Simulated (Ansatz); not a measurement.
Basis-set extrapolation for CH3BFNS (`N=C(F)BS`) (PBE0-D4/def2-TZVP geometry, frozen core, Ansatz 0.2.0). Multiplicity 1, RHF reference.

```tsv
	def2-TZVPP	def2-QZVPP
HF	-615.833495	-615.853767
MP2 correlation	-0.876901	-0.947123
CCSD(T) correlation	-0.949492	not run
```

Energies in hartree. Use E(X) = E(∞) + A·exp(−7.88·√X) for Hartree–Fock and E(X) = E(∞) + B·X^(−2.97) for correlation, with X = 3 and 4, and add CCSD(T) minus MP2 of the smaller set to the MP2 limit.

What is the CCSD(T) energy at the basis-set limit?

HF limit: -615.853767 + (-0.020272) × 0.13774 = -615.85656. MP2 limit: -0.947123 + (-0.070222) × 0.74074 = -0.99914. Higher-order term: -0.949492 − (-0.876901) = -0.07259. Total: -616.92829 hartree, 381.5 kJ/mol below CCSD(T)/def2-TZVPP.
